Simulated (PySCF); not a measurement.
Species: C4H10OSi.
SMILES with atom numbers: `[CH2:1]=[CH:2][CH2:3][CH2:4][O:5][SiH3:6]` (hydrogens: H7, H8 on C1; H9 on C2; H10, H11 on C3; H12, H13 on C4; H14, H15, H16 on Si6)

The same species was optimised twice, with GFN2-xTB and with PBE0-D3(BJ)/def2-SVP (PySCF), and the same property calculations (PySCF, gas phase) were run on both structures.

| coordinate | GFN2-xTB | PBE0-D3(BJ)/def2-SVP | change |
| --- | --- | --- | --- |
| O5–Si6 (Å) | 1.617 | 1.666 | +0.049 |
| C1=C2 (Å) | 1.319 | 1.334 | +0.015 |
| C4–O5 (Å) | 1.396 | 1.407 | +0.011 |
| C3–C4 (Å) | 1.531 | 1.520 | -0.011 |
| C2–C3 (Å) | 1.496 | 1.495 | -0.001 |
| C4–O5–Si6 (°) | 129.9 | 123.5 | -6.4 |
| C2–C3–C4 (°) | 111.0 | 113.0 | +2.0 |
| C1–C2–C3 (°) | 124.5 | 125.2 | +0.7 |
| C3–C4–O5 (°) | 109.9 | 109.4 | -0.5 |
| C1–C2–C3–C4 (°) | 123 | 124 | +1 |
| C2–C3–C4–O5 (°) | 66 | 62 | -4 |
| C3–C4–O5–Si6 (°) | -177 | -170 | +7 |

Rotational constants: A = 8332, B = 1142, C = 1065 MHz (GFN2-xTB) against A = 7869, B = 1147, C = 1064 MHz (PBE0-D3(BJ)/def2-SVP). Point groups within 0.08 Å: C1 and C1.

On the GFN2-xTB structure: lowest singlet, TDDFT (eV) 6.55 [B3LYP/def2-SVPD]; isotropic polarisability (au) 80.6 [B3LYP/def2-SVPD]; HOMO (eV) -7.24 [B3LYP/def2-SVPD]; LUMO (eV) -0.15 [B3LYP/def2-SVPD]; dipole (D) 0.97 [B3LYP/def2-SVPD]; HOMO (eV) -7.44 [PBE0/pcSseg-1]; LUMO (eV) 0.28 [PBE0/pcSseg-1]; dipole (D) 1.07 [PBE0/pcSseg-1]; GIAO shielding of C1 (ppm) 66.0 [PBE0/pcSseg-1]; GIAO shielding of C2 (ppm) 40.4 [PBE0/pcSseg-1]; GIAO shielding of C3 (ppm) 143.5 [PBE0/pcSseg-1]; GIAO shielding of C4 (ppm) 117.3 [PBE0/pcSseg-1]; GIAO shielding of O5 (ppm) 320.7 [PBE0/pcSseg-1]; GIAO shielding of Si6 (ppm) 386.9 [PBE0/pcSseg-1].

Question: What do these properties become on the PBE0-D3(BJ)/def2-SVP structure?

Answer: 
| property | level | on GFN2-xTB | on PBE0-D3(BJ)/def2-SVP | change |
| --- | --- | --- | --- | --- |
| lowest singlet, TDDFT (eV) | B3LYP/def2-SVPD | 6.55 | 6.52 | -0.03 |
| isotropic polarisability (au) | B3LYP/def2-SVPD | 80.6 | 82.8 | +2.2 |
| HOMO (eV) | B3LYP/def2-SVPD | -7.24 | -7.21 | +0.03 |
| LUMO (eV) | B3LYP/def2-SVPD | -0.15 | -0.19 | -0.04 |
| dipole (D) | B3LYP/def2-SVPD | 0.97 | 0.97 | 0.00 |
| energy, GFN2-xTB geometry as zero (kcal/mol) | B3LYP/def2-SVPD | 0.0 | -3.8 | -3.8 |
| HOMO (eV) | PBE0/pcSseg-1 | -7.44 | -7.40 | +0.04 |
| LUMO (eV) | PBE0/pcSseg-1 | 0.28 | 0.23 | -0.05 |
| dipole (D) | PBE0/pcSseg-1 | 1.07 | 1.07 | 0.00 |
| energy, GFN2-xTB geometry as zero (kcal/mol) | PBE0/pcSseg-1 | 0.0 | -2.9 | -2.9 |
| GIAO shielding of C1 (ppm) | PBE0/pcSseg-1 | 66.0 | 61.8 | -4.2 |
| GIAO shielding of C2 (ppm) | PBE0/pcSseg-1 | 40.4 | 38.0 | -2.4 |
| GIAO shielding of C3 (ppm) | PBE0/pcSseg-1 | 143.5 | 143.3 | -0.2 |
| GIAO shielding of C4 (ppm) | PBE0/pcSseg-1 | 117.3 | 115.7 | -1.6 |
| GIAO shielding of O5 (ppm) | PBE0/pcSseg-1 | 320.7 | 316.1 | -4.6 |
| GIAO shielding of Si6 (ppm) | PBE0/pcSseg-1 | 386.9 | 382.3 | -4.6 |

The heavy atoms differ by 0.056 Å rms after alignment (one structure mirrored). Among bonds between heavy atoms O5–Si6 changes most (+0.049 Å). Changes are differences of the printed values. Neither structure is proved a minimum here.

The values belong to the conformer `[CH2:1]=[CH:2][CH2:3][CH2:4][O:5][SiH3:6]`: C1–C2–C3–C4 124°, C2–C3–C4–O5 62°, C3–C4–O5–Si6 -170°.
